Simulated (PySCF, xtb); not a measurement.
C₅H₆O₂, SMILES C#C[C@@H]1[C@H](O)[C@@H]1O. The values are those of a single conformer.

Harmonic wavenumbers (cm⁻¹) from GFN2-xTB (xtb) at its own minimum, in rising order: 86, 120, 146, 215, 306, 338, 391, 513, 584, 603, 673, 679, 809, 837, 938, 1001, 1008, 1043, 1092, 1142, 1196, 1225, 1258, 1290, 1309, 1408, 2276, 2985, 3042, 3055, 3401, 3459, 3502.

Question: What does PBE0-D3(BJ)/def2-SVP (PySCF) give at its own minimum? (An estimate is asked for; the answer gives what the named calculation found.)

Answer: 120, 137, 258, 285, 347, 394, 525, 610, 654, 660, 696, 714, 762, 801, 955, 1017, 1026, 1102, 1105, 1202, 1242, 1314, 1348, 1369, 1392, 1481, 2236, 3157, 3179, 3189, 3489, 3748, 3802. Paired by order, the mean absolute difference is 80 cm⁻¹ and the zero-point energies are 59.9 and 63.4 kcal/mol.
